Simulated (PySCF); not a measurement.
Compound: C5H12Si.
Z-matrix (Å and degrees, PBE0-D3(BJ)/def2-SVP geometry), rows numbered from 1:
```
C 
C   1  1.5199
C   2  1.5222  1  113.69
C   3  1.5550  2  115.86  1   178.75
Si  4  1.8937  3   87.01  2   148.75
C   3  1.5574  2  116.36  1   -63.69
H   1  1.1021  2  111.27  3   -59.96
H   1  1.1010  2  111.61  3   179.90
H   1  1.1014  2  111.24  3    59.85
H   2  1.1043  1  110.12  3   122.29
H   2  1.1056  1  109.82  3  -121.48
H   3  1.1062  2  108.25  1    57.55
H   4  1.0988  3  116.46  2   -86.17
H   4  1.1037  3  110.39  2    38.11
H   5  1.4968  4  120.04  3  -136.49
H   5  1.4963  4  113.81  3    92.54
H   6  1.1042  3  110.39  2   -37.71
H   6  1.0987  3  116.82  2    86.71
```

All values: PBE0/pcSseg-1 (PySCF, non-relativistic), on one gas-phase PBE0-D3(BJ)/def2-SVP geometry that isn't relaxed in the solvent. The solvent is an IEF-PCM continuum (Bondi radii, 1.10 Å for H, scaled by 1.2). Only the electrostatic response of the medium enters.

```tsv
run	E − E(gas) (kcal/mol)	HOMO (eV)	HOMO–LUMO gap (eV)	dipole (D)
gas	0.00	-7.78	8.44	0.53
P	-0.73	-7.67	8.41	0.70
Q	-0.51	-7.69	8.42	0.65
```

Problem. The runs were made in chloroform and water. Which run belongs to which solvent?

Solution. P = water, Q = chloroform. The dielectric constants are 4.711 (chloroform), 78.36 (water), and the energy falls further as ε rises. In this model the ground state sees the solvent through ε alone.

Problem. How constant is the ratio of the lowering to (ε − 1)/(2ε + 1)?

Solution. 
| solvent | (ε − 1)/(2ε + 1) | E − E(gas) (kcal/mol) | ratio (kcal/mol) | polarisation term (kcal/mol) |
| --- | --- | --- | --- | --- |
| chloroform | 0.356 | -0.51 | -1.4 | -0.54 |
| water | 0.490 | -0.73 | -1.5 | -0.79 |

The ratio changes by +3.3 % in size from chloroform to water. The polarisation term is half the interaction of the solute with the induced surface charges.

Time: 22 s wall; peak memory 0.87 GiB. Hardware: one thread of an Arm Neoverse V1, shared host with 32 logical CPUs at a one-minute load of 25. This is the whole shielding run at PBE0/pcSseg-1 in water, SCF included.
